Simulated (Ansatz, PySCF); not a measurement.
Pair of molecules: NH3 (SMILES N) (first 4 atoms) with PH3 (SMILES P); geometry from B3LYP-D3(BJ)/def2-TZVP, rigid monomers moved along the line of their centres of mass till N1···P5 is 5.80 Å.
(charge 0, multiplicity 1):
```xyz
8

N     -0.064    -0.116     0.076
H     -0.906    -0.681     0.077
H     -0.342     0.836    -0.131
H      0.520    -0.439    -0.686
P     -0.037     0.867     5.794
H      1.208     1.367     5.346
H      0.322     0.939     7.170
H      0.350    -0.488     5.667
```

Interaction energies are E(AB) − E(A) − E(B) at the monomers' geometry in the complex; basis-set methods are counterpoise corrected.

Correlated levels freeze the cores. CBS: X⁻³ extrapolation of the correlation energy, Hartree–Fock from the larger set.

Codes used: Ansatz (Gaussian orbitals); PySCF for the dispersion terms. Values without a source in brackets are computed.

PBE/def2-TZVPPD gives -5.5 meV for the interaction energy.

**Question.** How do the other levels lie against it? Give each less PBE: PBE-D3(BJ)/def2-TZVPPD, r2SCAN/def2-TZVPPD, PBE0/def2-TZVPPD, wB97M-V/def2-TZVPPD, MP2/CBS(aug-cc-pV(D+d)Z, aug-cc-pV(T+d)Z), CCSD(T)/CBS(aug-cc-pV(D+d)Z, aug-cc-pV(T+d)Z).

**Answer.** PBE-D3(BJ)/def2-TZVPPD -2.3; r2SCAN/def2-TZVPPD 0.5; PBE0/def2-TZVPPD 0.3; wB97M-V/def2-TZVPPD -1.8; MP2/CBS(aug-cc-pV(D+d)Z, aug-cc-pV(T+d)Z) -1.9; CCSD(T)/CBS(aug-cc-pV(D+d)Z, aug-cc-pV(T+d)Z) -1.7 meV. 2 of 6 lie above PBE; the widest gap is to PBE-D3(BJ)/def2-TZVPPD.

Ansatz is a quantum-chemistry and plane-wave program.
